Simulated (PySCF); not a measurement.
# Telling isomers of C7H9Cl apart by NMR

[PySCF: PBE0/pcSseg-1 with gauge-including orbitals; geometry from GFN2-xTB; rapidly exchanging positions averaged; one conformer; isolated molecule; no relativistic terms]

Scale: TMS for $^{1}$H (31.72 ppm), $^{13}$C (186.93 ppm) (reference shieldings calculated alike). Where no couplings were computed, multiplicities follow the n + 1 count of equivalent neighbours, and m marks all less simple cases (inequivalent or close neighbours, rings, F or P nearby). Shifts are as computed. Against solution values, carbons near 30 ppm lie about +3 ppm off and those near 130 ppm about +5 ppm; carbons on Cl a further +6 ppm. Of 1211 compounds with measured shifts, 218 miss one by over three times the rms of a fit or turn the order of signals round; such compounds aren't used in these exercises. Carbons bonded to Cl come out too deshielded.

(1) Tabulate the signals of `ClCC1=CC=CCC1`, `CCC1=CC(Cl)=CC1`, `C=C/C=C1/CC[C@@H]1Cl`, `C=C[C@@H]1C[C@]12C[C@H]2Cl` and their relative energies.

(2) What is the quickest way to tell C=C/C=C1/CC[C@@H]1Cl from C=C[C@@H]1C[C@]12C[C@H]2Cl?

(3) What is the quickest way to tell ClCC1=CC=CCC1 from C=C[C@@H]1C[C@]12C[C@H]2Cl?

(4) What is the quickest way to tell CCC1=CC(Cl)=CC1 from C=C[C@@H]1C[C@]12C[C@H]2Cl?

## Answers

(1) 
```tsv
SMILES	carbon types	δC	δH	E rel. (kcal/mol)
ClCC1=CC=CCC1	1×C 3×CH 3×CH2	142.3, 135.8, 131.8, 131.3, 57.4, 28.5, 26.7	6.27 (m, 1H), 6.27 (m, 1H), 6.12 (m, 1H), 4.26 (s, 2H), 2.32 (m, 2H), 2.31 (m, 2H)	0.0
CCC1=CC(Cl)=CC1	2×C 2×CH 2×CH2 1×CH3	162.5, 146.0, 136.5, 133.1, 44.3, 29.6, 19.8	6.25 (t, 1H), 6.24 (s, 1H), 3.03 (m, 2H), 2.49 (q, 2H), 1.14 (t, 3H)	1.1
C=C/C=C1/CC[C@@H]1Cl	1×C 3×CH 3×CH2	150.5, 140.6, 138.6, 124.3, 58.9, 31.1, 27.8	7.08 (m, 1H), 6.23 (d, 1H), 5.46 (m, 1H), 5.41 (m, 1H), 4.99 (m, 1H), 3.00 (m, 1H), 2.72 (m, 1H), 2.67 (m, 1H), 2.30 (m, 1H)	23.9
C=C[C@@H]1C[C@]12C[C@H]2Cl	1×C 3×CH 3×CH2	148.4, 120.4, 42.2, 30.7, 26.4, 18.0, 17.2	5.56 (m, 1H), 5.50 (m, 1H), 5.31 (m, 1H), 3.29 (m, 1H), 1.92 (m, 1H), 1.52 (m, 1H), 1.33 (m, 1H), 1.01 (m, 1H), 0.85 (m, 1H)	39.3
```

Energies are electronic energies at PBE0/pcSseg-1 on these geometries, without zero-point or thermal terms, each for the one conformer computed, which needn't be the lowest.

(2) Both give the same number of carbon signals, with the same numbers of each carbon type, so the positions decide. The first has a fully substituted alkene carbon (C) at 150.5 ppm, the second a three-membered-ring carbon (C) at 26.4 ppm. Their most deshielded carbons lie at 150.5 and 148.4 ppm. In the proton spectra the most deshielded non-exchanging signals are 7.08 (m, 1H) and 5.56 (m, 1H).

(3) Both give the same number of carbon signals, with the same numbers of each carbon type, so the positions decide. The first has a fully substituted alkene carbon (C) at 142.3 ppm, the second a terminal =CH2 carbon at 120.4 ppm. Their most deshielded carbons lie at 142.3 and 148.4 ppm. In the proton spectra the most deshielded non-exchanging signals are 6.27 (m, 1H) and 5.56 (m, 1H).

(4) Both give the same number of carbon signals, but DEPT or the intensities differ. The first has a fully substituted alkene carbon (C) at 162.5 ppm, the second a terminal =CH2 carbon at 120.4 ppm. Their most deshielded carbons lie at 162.5 and 148.4 ppm. In the proton spectra the most deshielded non-exchanging signals are 6.25 (t, 1H) and 5.56 (m, 1H).
